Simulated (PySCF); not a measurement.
**Polarisability and C₆ of Sm⁴⁷⁺ (samarium, charge +47)**

[Ne] 3s2 3p3, high-spin 4S determinant. Computed with PySCF 2.14 in an uncontracted even-tempered set (18 s from 10 bohr⁻², ratio 2.5; 12 p from 14 bohr⁻², ratio 2.5; 4 d from 54 bohr⁻², ratio 2.7; 4 f from 80 bohr⁻², ratio 2.7), with scalar relativity by spin-free X2C-1e. Coupled (time-dependent) response in atomic units; α is the mean over directions.

| method | mean α (bohr³) | C₆ (like pair) | S(−4) |
| --- | --- | --- | --- |
| UHF | 0.004936 | 0.0002412 | 4.552e-05 |
| PBE0 | 0.004824 | 0.0002350 | 4.287e-05 |

S(−4) is the Cauchy moment in α(ω) = α(0) + S(−4) ω² + …

α(iu) at UHF:

```
u (hartree)  α(iu) (bohr³)
          0       0.004936
       1.00       0.004891
       2.00       0.004762
       4.00       0.004325
       6.00       0.003790
       8.00       0.003276
       10.0       0.002830
       15.0       0.002025
       20.0       0.001527
       30.0      0.0009883
       50.0      0.0005727
```

A single London oscillator, α(iu) = α/(1 + u²/ω²), gives C₆ = (3/4) ω α². Matching the computed C₆ needs ω = 4 × 0.0002412 / (3 × 0.004936²) = 13.2 hartree.

For an ion, C₆ is the dispersion term alone; charge-induced terms of lower order in 1/R come first.

Spin-orbit coupling, which splits the p, d and f shells strongly at this Z, is absent. Spin-orbit coupling is strong in this species (close to jj coupling), so the high-spin LS determinant is a model state, not a physical level.
